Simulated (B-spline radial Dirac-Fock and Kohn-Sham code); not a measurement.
# Relativistic shifts of the levels of Ge²⁸⁺

System: Ge²⁸⁺, [He] 2s2.

Both columns are ΔSCF binding energies of the configuration average from a radial finite-basis atomic code: non-relativistic Hartree-Fock with a point nucleus, and Dirac-Fock with a finite nucleus and the Coulomb interaction alone, averaged over the two j levels with weights 2j+1.

| shell | Hartree-Fock (eV) | Dirac-Fock (eV) | shift (eV) | shift (%) |
| --- | --- | --- | --- | --- |
| 1s | 13057.6 | 13233.6 | +176.05 | +1.35 |
| 2s | 3018.1 | 3068.4 | +50.37 | +1.67 |

Relativity binds 1s, 2s more strongly, among those listed most of all 2s in relative terms.

Values without a named source are computed, but for edge energies of neutral atoms, which are taken from tables.
